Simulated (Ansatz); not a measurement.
CH₄Br₂Si, SMILES `C[SiH](Br)Br`. The species carries charge 0 and has multiplicity 1. The geometry is a stationary point of PBE0-D4/def2-TZVP.

```xyz
8

C     0.017   -0.726    0.757
Si    0.089    0.463   -0.658
Br    0.829    2.429    0.052
Br   -1.932    0.712   -1.533
H    -0.345   -1.697    0.409
H     1.012   -0.852    1.189
H    -0.658   -0.357    1.531
H     0.986    0.028   -1.748
```

(1) What is the dipole moment at r2SCAN/def2-TZVPP? (An estimate is asked.)

(2) And with PBE, B3LYP, ωB97M-V? (Best estimate.)

(3) Give the Mulliken charges with r2SCAN, PBE, ωB97M-V in def2-TZVPP. (Estimate.)

## Answers

(1) The calculation gave: 2.02 D, with components (0.59, -1.73, 0.84) D in this frame, pointing from negative to positive charge.

(2) Ansatz gave: PBE 1.93 D, B3LYP 1.98 D, ωB97M-V 2.01 D.

(3) The calculation gave: 
```
atom  r2SCAN    PBE  ωB97M-V
  C1   -0.30  -0.36    -0.43
 Si2    0.51   0.41     0.39
 Br3   -0.22  -0.19    -0.19
 Br4   -0.22  -0.19    -0.19
  H5    0.09   0.12     0.13
  H6    0.09   0.12     0.13
  H7    0.09   0.12     0.14
  H8   -0.06  -0.04     0.00
```

B3LYP here is the variant with VWN-RPA as its local correlation; programs differ in this.
